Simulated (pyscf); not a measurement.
## H₂N–Al(NH₂)–OH (SMILES [NH2][Al]([NH2])[OH]), singlet

Gas-phase minimum from PySCF at ωB97X-D3(BJ)/def2-SVP, one conformer. 

```xyz
9

N     -1.8571     0.1128     1.2524
Al    -0.9886    -0.2463    -0.2549
N      0.0705    -1.6589    -0.3893
O     -1.1295     0.7441    -1.6392
H     -2.4781     0.8999     1.4021
H     -1.8073    -0.4443     2.0983
H      0.2592    -2.3393     0.3372
H      0.5837    -1.8973    -1.2306
H     -1.6561     1.5377    -1.7362
```
Charge 0, spin multiplicity 1.

Bonded distances (Å): N1–Al2 1.776, N1–H5 1.014, N1–H6 1.014, Al2–N3 1.771, Al2–O4 1.708, N3–H7 1.013, N3–H8 1.014, O4–H9 0.957. Angles (°): Al2–N1–H5 125.6, Al2–N1–H6 124.9, H5–N1–H6 109.5, N1–Al2–N3 121.2, N1–Al2–O4 122.0, N3–Al2–O4 116.8, Al2–N3–H7 126.4, Al2–N3–H8 123.6, H7–N3–H8 110.0, Al2–O4–H9 127.5.

Properties at ωB97X-D3(BJ)/def2-SVP:

```json
{
  "harmonic_wavenumbers_unscaled": "118, 197, 223, 271, 284, 329, 351, 379, 510, 617, 683, 694, 903, 936, 1534, 1544, 3632, 3637, 3717, 3725, 4011 cm⁻¹",
  "zero_point_energy": "40.5 kcal/mol",
  "rotational_symmetry_number": "1",
  "Entropy of this conformer at 298 K and 1 atm, rigid rotor and harmonic oscillator, modes under 100 cm⁻¹ raised to 100": "335.3 J/(mol K)",
  "dipole_moment": "1.56 D"
}
```

Single-point totals, which compare only within one level (frozen core for MP2 and CC):

| level | total energy (hartree) |
|---|---|
| ωB97X-D3(BJ)/def2-TZVP | -430.46952 |
| PBE/def2-TZVP | -430.03976 |
| r²SCAN/def2-TZVP | -430.27203 |
| B3LYP-D3(BJ)/def2-TZVP | -430.43368 |
| PBE0-D3(BJ)/def2-TZVP | -430.07384 |
| M06-2X/def2-TZVP | -430.30574 |
| ωB97M-D3(BJ)/def2-TZVP | -430.48419 |
| HF/def2-TZVPP | -428.82954 |
| MP2/def2-TZVPP | -429.58221 |
| CCSD/def2-TZVPP | -429.60211 |
| CCSD(T)/def2-TZVPP | -429.62965 |

Soft torsions are taken as harmonic, which can shift the entropy by several J/(mol K). The CCSD(T) − MP2 part came from Ansatz, without density fitting, on the same reference.
